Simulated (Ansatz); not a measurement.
Coupled-cluster diagnostics for the cluster GaSi4 (the lowest doublet isomer of a short search), Ansatz.

Geometry of the doublet (B3LYP-D4/def2-SVP):

```xyz
5

Ga    2.3449    1.0735    0.0774
Si   -0.4504    0.5246   -0.9283
Si   -1.2626   -1.5833   -1.3581
Si    0.0774    1.0583    1.3515
Si   -0.7092   -1.0731    0.8575
```

Correlated methods freeze 29 core orbitals; core or outer-core shells of Ga are correlated, in sets that lack core-valence functions. In CCSD on the charge 0 quartet the largest single amplitude is 0.42, so its Hartree–Fock determinant may place the open shell otherwise than the density functionals do. The structure comes from a short search, and lower isomers may exist.

Geometry of the charge 0 quartet (B3LYP-D4/def2-SVP):

Cartesian coordinates in Å:
```
Ga -0.118 -1.436 1.446
Si -0.891 -0.133 -1.306
Si -1.321 0.796 0.880
Si 1.374 -0.473 -1.239
Si 0.957 1.245 0.219
```

(1) Estimate the CCSD(T) correlation energy, the shares of MP2 and (T), T1 and the reference's ⟨S²⟩ for: charge 0, doublet, own geometry in def2-TZVP; charge 0, quartet, own geometry in def2-TZVP; and the rough time on 4 threads of Arm Neoverse V2 on a shared host.

## Answers

(1) 
```csv
state,basis,correlation (eV),MP2 share (%),(T) share (%),T1,⟨S²⟩ (pure),wall time,remarks
"charge 0, doublet, own geometry",def2-TZVP,-18.973,89.9,7.6,0.031,0.94 (0.75),7.5 min,spin-contaminated (⟨S²⟩ 0.94)
"charge 0, quartet, own geometry",def2-TZVP,-18.819,88.4,7.9,0.066,3.95 (3.75),9.3 min,"large T1 (0.066), spin-contaminated (⟨S²⟩ 3.95)"
```
Customary marks for T1 are 0.02 (closed shells), 0.045 (open shells) and about 0.05 (3d metals). T1 exceeds 0.02 in 2 of 2 rows and 0.045 in 1; the higher it lies, the less the single-reference result can be trusted.
